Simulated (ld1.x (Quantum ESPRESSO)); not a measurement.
Ranking TM potentials for B

All share these settings but for the change named:

B (Z = 5), norm-conserving Troullier–Martins (Kleinman–Bylander form), made with ld1.x (Quantum ESPRESSO) 7.5 (PBEsol, scalar-relativistic). Core [He], reference 2s2 2p1. Waves: 2s (bound): rc 0.95 bohr; 2p (bound): rc 3.65 bohr. Local part: all-electron potential smoothed inside 0.85 bohr (lloc = -1). Core correction: a·sin(br)/r model core inside 0.55 bohr.

Test errors are all-electron minus pseudo excitation energies from the reference, over 2s2 2p0; 2s1 2p0; 2s2 2p0.5; 2s0 2p3; 2s2 2p1.3; 2s1 2p2; 2s1 2p1. None of these files shows a bound ghost.

The base gives 463.3 meV.

Of 8 variants that were run, those that failed, showed a ghost or another fault, or gave nearly equal values are left out.

(1) Rank these variants by their largest absolute test error, smallest first.
A. all radii but the core radius scaled by about 1.15 (s 1.10, p 4.20 bohr); local potential all-electron potential smoothed inside 0.98 bohr (lloc = -1)
B. all radii but the core radius scaled by about 1.39 (s 1.32, p 5.08 bohr); local potential all-electron potential smoothed inside 1.18 bohr (lloc = -1)
C. all radii but the core radius scaled by about 0.84 (s 0.80, p 3.06 bohr); local potential all-electron potential smoothed inside 0.72 bohr (lloc = -1)
D. all radii but the core radius scaled by about 1.05 (s 1.00, p 3.84 bohr); local potential all-electron potential smoothed inside 0.90 bohr (lloc = -1)
E. all radii but the core radius scaled by about 1.32 (s 1.26, p 4.82 bohr); local potential all-electron potential smoothed inside 1.12 bohr (lloc = -1)

Results:

(1) C (271.5 meV), D (539.7 meV), A (728.7 meV), E (1028.2 meV), B (1168.6 meV).
